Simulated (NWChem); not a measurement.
Everything below was run with NWChem. System: CCl2, charge 0, spin multiplicity 1, at a geometry optimised with PBE0/def2-SVP. The structure started from a generated list of species. Level: B2PLYP/def2-TZVPD, 11 core orbitals frozen.

Output (cleaned and shortened):

```
             Northwest Computational Chemistry Package (NWChem) 7.3.0
             --------------------------------------------------------

                                NWChem Input Module
                                -------------------

 Scaling coordinates for geometry "geometry" by  1.889725989
 (inverse scale =  0.529177249)

 Turning off AUTOSYM since
 SYMMETRY directive was detected!

                             Geometry "geometry" -> ""
                             -------------------------

 Output coordinates in angstroms (scale by  1.889725989 to convert to a.u.)

  No.       Tag          Charge          X              Y              Z
 ---- ---------------- ---------- -------------- -------------- --------------
    1 Cl                  17.0000     1.40224700     0.00000000     0.14912000
    2 C                    6.0000     0.00000000     0.00000000    -0.84501500
    3 Cl                  17.0000    -1.40224700     0.00000000     0.14912000

 Effective nuclear repulsion energy (a.u.)     117.3343488477

            Nuclear Dipole moment (a.u.)
            ----------------------------
        X                 Y               Z
 ---------------- ---------------- ----------------
     0.0000000000     0.0000000000    -0.0000188973

      Symmetry information
      --------------------

 Group name             C2v
 Group number             16
 Group order               4
 No. of unique centers     2

      Symmetry unique atoms

     1    2


 Summary of "ao basis" -> "" (spherical)
 ------------------------------------------------------------------------------
       Tag                 Description            Shells   Functions and Types
 ---------------- ------------------------------  ------  ---------------------
 *                         def2-tzvpd                 on all atoms

  dft_input: which_mp2 not specified, using semidirect MP2 by default.

                                 NWChem DFT Module
                                 -----------------

 Summary of "ao basis" -> "ao basis" (spherical)
 ------------------------------------------------------------------------------
       Tag                 Description            Shells   Functions and Types
 ---------------- ------------------------------  ------  ---------------------
 Cl                        def2-tzvpd               16       46   6s6p3d1f
 C                         def2-tzvpd               13       37   6s3p3d1f

 Summary of "ao basis" -> "ao basis" (spherical)
 ------------------------------------------------------------------------------
       Tag                 Description            Shells   Functions and Types
 ---------------- ------------------------------  ------  ---------------------
 Cl                        def2-tzvpd               16       46   6s6p3d1f
 C                         def2-tzvpd               13       37   6s3p3d1f

      Symmetry analysis of basis
      --------------------------

        a1         48
        a2         19
        b1         39
        b2         23

            General Information
            -------------------
          SCF calculation type: DFT
          Wavefunction type:  closed shell.
          No. of atoms     :     3
          No. of electrons :    40
           Alpha electrons :    20
            Beta electrons :    20
          Charge           :     0
          Spin multiplicity:     1
          Use of symmetry is: on ; symmetry adaption is: on
          Maximum number of iterations: 100
          AO basis - number of functions:   129
                     number of shells:    45
          Convergence on energy requested:  1.00D-06
          Convergence on density requested:  1.00D-05
          Convergence on gradient requested:  5.00D-04

              XC Information
              --------------
                     Hartree-Fock (Exact) Exchange  0.530
                    Becke 1988 Exchange Functional  0.470
              Lee-Yang-Parr Correlation Functional  0.730

             Grid Information
             ----------------
          Grid used for XC integration:  medium
          Radial quadrature: Mura-Knowles
          Angular quadrature: Lebedev.
          Tag              B.-S. Rad. Rad. Pts. Rad. Cut. Ang. Pts.
[...]
              MO Center= -5.6D-15, -1.7D-16,  1.2D-01, r^2= 3.1D+00
   Bfn.  Coefficient  Atom+Function         Bfn.  Coefficient  Atom+Function
  ----- ------------  ---------------      ----- ------------  ---------------
    17      0.396821  1 Cl py               100     -0.396821  3 Cl py
    20      0.253479  1 Cl py               103     -0.253479  3 Cl py
    14      0.187628  1 Cl py                97     -0.187628  3 Cl py
     8     -0.149512  1 Cl py                91      0.149512  3 Cl py
    11     -0.071990  1 Cl py                94      0.071990  3 Cl py

 Vector   19  Occ=2.000000D+00  E=-3.935343D-01  Symmetry=b1
              MO Center= -1.3D-14,  2.4D-16,  9.7D-02, r^2= 3.3D+00
   Bfn.  Coefficient  Atom+Function         Bfn.  Coefficient  Atom+Function
  ----- ------------  ---------------      ----- ------------  ---------------
    16      0.314750  1 Cl px                99      0.314750  3 Cl px
    18     -0.265691  1 Cl pz               101      0.265691  3 Cl pz
    19      0.196294  1 Cl px               102      0.196294  3 Cl px
    21     -0.175806  1 Cl pz               104      0.175806  3 Cl pz
    13      0.149957  1 Cl px                96      0.149957  3 Cl px

 Vector   20  Occ=2.000000D+00  E=-3.253354D-01  Symmetry=a1
              MO Center= -4.8D-15,  1.5D-16, -5.9D-01, r^2= 2.5D+00
   Bfn.  Coefficient  Atom+Function         Bfn.  Coefficient  Atom+Function
  ----- ------------  ---------------      ----- ------------  ---------------
    50      0.304128  2 C  s                 55     -0.290681  2 C  pz
    18      0.281060  1 Cl pz               101      0.281060  3 Cl pz
    51      0.252603  2 C  s                 58     -0.248906  2 C  pz
    21      0.209532  1 Cl pz               104      0.209532  3 Cl pz
    49      0.190863  2 C  s                 15      0.133835  1 Cl pz

 Vector   21  Occ=0.000000D+00  E=-6.939521D-02  Symmetry=b2
              MO Center= -2.4D-14,  1.1D-16, -5.1D-01, r^2= 2.4D+00
   Bfn.  Coefficient  Atom+Function         Bfn.  Coefficient  Atom+Function
  ----- ------------  ---------------      ----- ------------  ---------------
    57      0.387215  2 C  py                54      0.383518  2 C  py
    60      0.314539  2 C  py                20     -0.208935  1 Cl py
   103     -0.208935  3 Cl py                17     -0.197046  1 Cl py
   100     -0.197046  3 Cl py                14     -0.096694  1 Cl py
    97     -0.096694  3 Cl py                 8      0.072437  1 Cl py

 Vector   22  Occ=0.000000D+00  E= 2.662145D-02  Symmetry=a1
              MO Center= -8.0D-14, -4.8D-16,  1.1D+00, r^2= 1.3D+01
   Bfn.  Coefficient  Atom+Function         Bfn.  Coefficient  Atom+Function
  ----- ------------  ---------------      ----- ------------  ---------------
    52      2.738215  2 C  s                  6     -1.042567  1 Cl s
    89     -1.042567  3 Cl s                 22      0.776791  1 Cl px
   105     -0.776791  3 Cl px                24      0.703517  1 Cl pz
   107      0.703517  3 Cl pz                61      0.378366  2 C  pz
    50      0.357892  2 C  s                 51      0.318919  2 C  s

 Vector   23  Occ=0.000000D+00  E= 3.610858D-02  Symmetry=b1
              MO Center=  7.6D-14,  5.7D-16,  6.2D-01, r^2= 1.9D+01
   Bfn.  Coefficient  Atom+Function         Bfn.  Coefficient  Atom+Function
  ----- ------------  ---------------      ----- ------------  ---------------
     6      1.434619  1 Cl s                 89     -1.434619  3 Cl s
    22     -1.222196  1 Cl px               105     -1.222196  3 Cl px
    59     -0.641844  2 C  px                19     -0.284803  1 Cl px
   102     -0.284803  3 Cl px                21     -0.229715  1 Cl pz
    24     -0.230317  1 Cl pz               104      0.229715  3 Cl pz

 center of mass
 --------------
 x =   0.00000000 y =   0.00000000 z =   0.00666358

 moments of inertia (a.u.)
 ------------------
          36.149077795353           0.000000000000           0.000000000000
           0.000000000000         527.235646706781           0.000000000000
           0.000000000000           0.000000000000         491.086568911429

     Multipole analysis of the density
     ---------------------------------

     L   x y z        total         alpha         beta         nuclear
     -   - - -        -----         -----         ----         -------
     0   0 0 0     -0.000000    -20.000000    -20.000000     40.000000

     1   1 0 0     -0.000000     -0.000000     -0.000000      0.000000
     1   0 1 0      0.000000      0.000000      0.000000      0.000000
     1   0 0 1      0.403420      0.201719      0.201719     -0.000019

     2   2 0 0    -21.717046   -130.228643   -130.228643    238.740241
     2   1 1 0      0.000000      0.000000      0.000000      0.000000
     2   1 0 1      0.000000      0.000000      0.000000      0.000000
     2   0 2 0    -22.329095    -11.164547    -11.164547      0.000000
     2   0 1 1     -0.000000     -0.000000     -0.000000      0.000000
     2   0 0 2    -24.866044    -21.432733    -21.432733     17.999423

                   NWChem MP2 Semi-direct Energy/Gradient Module
                   ---------------------------------------------

  Basis functions       =    129
  Molecular orbitals    =    129
  Frozen core           =     11
  Frozen virtuals       =      0
  Active alpha occupied =      9
  Active beta occupied  =      9
  Active alpha virtual  =    109
  Active beta virtual   =    109
  Use MO symmetry       = T
  Use skeleton AO sym   = T

  AO/Fock/Back tols     =   1.0D-09  1.0D-09  1.0D-09

 GA uses MA = F    GA memory limited = T

 Available:
  local mem=  4.43D+07
 global mem=  1.44D+08
 local disk=  0.00D+00
  mp2_memr nvloc                   109
  nvloc new                   109
   1 passes of   9:        5242880                      82978                  27532224.
   1 passes of   9: M     44319124           G      144145918           F      39076244.

 Semi-direct pass number   1 of   1  for RHF alpha+beta  at        3.7s
  vrange nnbf                  8246
  mp2_eaftype                   105  avail_ma_in_mb                   386
 EAF : mp2_eaftype filesize         105   13766112.
  mp2_eaf for mointskh                    105
Node 0 wrote     64.7 Mb in      0.0 s     Agg I/O rate:  2391.3 Mb/s
 Done moints_semi at        9.4s
  mp2_eaftype                   105  avail_ma_in_mb                   386
 EAF : mp2_eaftype filesize         105   13766112.
  mp2_eaf for kh                   105
 Done maket at        9.7s
 Done multipass loop at        9.7s

          -------------------------------------------
          DFT energy                    -957.971311712184
          Unscaled MP2 energy             -0.644382183976
          Total DFT+MP2 energy          -958.145294901857
          -------------------------------------------

 -----------------------
 Performance information
 -----------------------

 Timer overhead =  1.81D-07 seconds/call

               Nr. of calls         CPU time (s)                 Wall time (s)                GFlops
             ---------------    -------------------     ------------------------------   -------------------
Name         Min   Avg   Max    Min     Avg     Max     Min     Avg     Max   Mx/calls   Min     Max     Sum
mp2: moin     1     1     1    5.8     5.8     5.8      5.8     5.8     5.8     5.8      0.0     0.0     0.0
mp2: make     1     1     1   0.22    0.22    0.22     0.22    0.22    0.22    0.22      0.0     0.0     0.0
mp2: tota     1     1     1    6.1     6.1     6.1      6.1     6.1     6.1     6.1      0.0     0.0     0.0

 The average no. of pstat calls per process was 3.00D+00
 with a timing overhead of 5.42D-07s

 Task  times  cpu:        9.6s     wall:        9.6s

 Total times  cpu:        9.7s     wall:        9.7s
```

Problem. Write an NWChem input that would produce this output.

Solution. This is not unique; one that fits is 
```
start mol
memory heap 200 mb stack 900 mb global 1100 mb
geometry units angstroms nocenter noautoz
  Cl     1.402247     0.000000     0.149120
  C      0.000000     0.000000    -0.845015
  Cl    -1.402247     0.000000     0.149120
  symmetry group C2v
end
basis spherical
  * library def2-tzvpd
end
dft
  xc hfexch 0.53 becke88 0.47 lyp 0.73 mp2 0.27
  dftmp2
  semidirect memsize 60000000 filesize 0
  iterations 100
end
mp2
  freeze core 11
end
task dft energy
```
